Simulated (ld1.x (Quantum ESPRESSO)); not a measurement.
# u(r) = r·R(r): atom against pseudo-atom (Ge)

Columns: radius, all-electron u(r) and pseudo u(r) of the 4p shell (level -7.39 eV) of germanium in the configuration [Ne] 3s2 3p6 3d10 4s2 4p1.5; PBEsol, scalar-relativistic, PAW scheme, ld1.x (Quantum ESPRESSO) 7.5.

| r (bohr) | all-electron | pseudo |
| --- | --- | --- |
| 0.100 | 0.1587 | -0.0569 |
| 0.200 | 0.0486 | -0.1971 |
| 0.300 | -0.1381 | -0.3467 |
| 0.400 | -0.2471 | -0.4315 |
| 0.500 | -0.2624 | -0.4155 |
| 0.600 | -0.2115 | -0.3135 |
| 0.700 | -0.1240 | -0.1718 |
| 0.800 | -0.0212 | -0.0338 |
| 0.900 | 0.0840 | 0.0831 |
| 1.000 | 0.1839 | 0.1839 |
| 1.100 | 0.2749 | 0.2749 |
| 1.200 | 0.3551 | 0.3551 |
| 1.300 | 0.4241 | 0.4241 |
| 1.400 | 0.4823 | 0.4823 |
| 1.500 | 0.5304 | 0.5304 |
| 1.600 | 0.5691 | 0.5691 |
| 1.700 | 0.5992 | 0.5992 |
| 1.800 | 0.6218 | 0.6218 |
| 1.900 | 0.6375 | 0.6375 |
| 2.000 | 0.6472 | 0.6472 |
| 2.100 | 0.6517 | 0.6517 |
| 2.200 | 0.6516 | 0.6516 |
| 2.300 | 0.6476 | 0.6476 |
| 2.400 | 0.6402 | 0.6402 |
| 2.500 | 0.6300 | 0.6300 |
| 2.600 | 0.6175 | 0.6175 |

Question: How many radial nodes do the two functions have?

Answer: The all-electron 4p function has n − l − 1 = 2; the pseudo-wave has 1, since 1 lower shell of the same l stays in the valence.

Question: At about which radius was the pseudo-wave matched?

Answer: 1.00 bohr, where the columns begin to agree (steps of 0.10 bohr).

Question: Is the pseudo-wave norm-conserving?

Answer: No, it belongs to a PAW set: the norm inside the radius is not constrained, and the difference is carried by the augmentation charge.
